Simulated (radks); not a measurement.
Values are calculated unless marked as measured or tabulated.
Task: The chromium ion Cr+, [Ar] 3d5. Level of theory: non-relativistic Kohn-Sham, exchange-only PBE, spin-polarised, spherical densities, point nucleus (a radial shooting solver on a logarithmic mesh with Libxc functionals). Every spin shell is full or empty, so the densities are truly spherical. Functionals are evaluated on that one density, not self-consistently. Rank these exchange functionals by their error against the exact value of the orbitals, and give that value: LDA, PBE, PW91, PW86, OPTX, SOGGA, B86b, G96, APBE, TPSS, revTPSS, r2SCAN, MS2, MVS.

Result: Exact: -47.4924 hartree. From best to worst, with 100 (|E| - |E exact|)/|E exact| (equal figures are ties): MS2 +0.02, MVS +0.06, r2SCAN +0.16, PW91 +0.18, PBE -0.26, TPSS +0.30, B86b +0.30, G96 +0.43, revTPSS -0.44, PW86 +0.52, OPTX +0.62, APBE +0.74, SOGGA -2.82, LDA -6.52.
